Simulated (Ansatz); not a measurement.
`C=C=NB(C)C` + `C#COC=O` → `CB(C)OC=O` + `C#CN=C=C`  (formal exchange of groups at a B–N bond)

Calculated with Ansatz (gas phase, PBE0-D4/def2-TZVP geometries, no zero-point term in ΔE). CCSD(T)/CBS is the MP2 limit (def2-TZVPP, def2-QZVPP) plus CCSD(T) − MP2 in def2-TZVPP, frozen cores. This one scheme is used for every species. Functionals use def2-TZVPP. B3LYP here is the variant with VWN-RPA as its local correlation; programs differ in this. Each species was taken in one conformer, which may not be the lowest.

Is it downhill or uphill in electronic energy at CCSD(T)/CBS, and by how much? (Estimate.)

Ansatz gave: Downhill: ΔE = -51.6 kJ/mol.

What do these levels give: r2SCAN-D4, B3LYP-D4, r2SCAN, HF/def2-TZVPP, SCS-MP2/def2-QZVPP, MP2/CBS(def2)? (An estimate is asked.)

Ansatz gave: r2SCAN-D4 -50.4, B3LYP-D4 -48.9, r2SCAN -50.3, HF/def2-TZVPP -55.7, SCS-MP2/def2-QZVPP -50.4, MP2/CBS(def2) -50.3 kJ/mol.

Largest T1 diagnostic among the species: 0.016.

From PBE to PBE0 (25 % exact exchange), in def2-TZVPP and without D4, ΔE moves by −4.1 kJ/mol. In def2-TZVPP, CCSD(T) changes the Hartree–Fock value by +4.4 kJ/mol (the triples alone add +0.2 kJ/mol) and MP2 by +5.8 kJ/mol.
